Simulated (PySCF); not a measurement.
PySCF 2.14 output of an unrestricted PBE calculation on a single atom or ion in x2c-TZVPPall with one added diffuse shell each of s, p, d type (12s8p7d2f1g, 94 functions), with scalar relativity by spin-free X2C-1e:

```
SCF conv_tol = 1e-09
number electrons alpha = 28  beta = 27
    J. P. Perdew, K. Burke, and M. Ernzerhof.,  Phys. Rev. Lett. 77, 3865 (1996)
    J. P. Perdew, K. Burke, and M. Ernzerhof.,  Phys. Rev. Lett. 78, 1396 (1997)
    J. P. Perdew, K. Burke, and M. Ernzerhof.,  Phys. Rev. Lett. 77, 3865 (1996)
    J. P. Perdew, K. Burke, and M. Ernzerhof.,  Phys. Rev. Lett. 78, 1396 (1997)
cycle= 1 E= -8134.09961383968  delta_E= -0.0114  |g|= 0.0326  |ddm|= 0.804
cycle= 2 E= -8134.09981233291  delta_E= -0.000198  |g|= 0.0192  |ddm|= 0.149
cycle= 3 E= -8134.09991276915  delta_E= -0.0001  |g|= 0.00425  |ddm|= 0.0586
cycle= 4 E= -8134.0999148522  delta_E= -2.08e-06  |g|= 0.000187  |ddm|= 0.00348
cycle= 5 E= -8134.09991487217  delta_E= -2e-08  |g|= 2.26e-06  |ddm|= 0.000924
cycle= 6 E= -8134.09991487218  delta_E= -6.37e-12  |g|= 1.12e-07  |ddm|= 2.09e-05
converged SCF energy = -8134.09991487218  <S^2> = 0.75016472  2S+1 = 2.0001647
```

The run itself started from symmetry-adapted Hartree-Fock orbitals and held the occupation by maximum overlap, on a logarithmic radial grid, so the iterations belong to that start.

Q: Which element, charge and spin multiplicity is this?

A: Ba+ (barium, charge +1), multiplicity 2; the state was [Xe] 6s1, 2S determinant.

Spin-orbit coupling, which splits the p, d and f shells strongly at this Z, is absent.
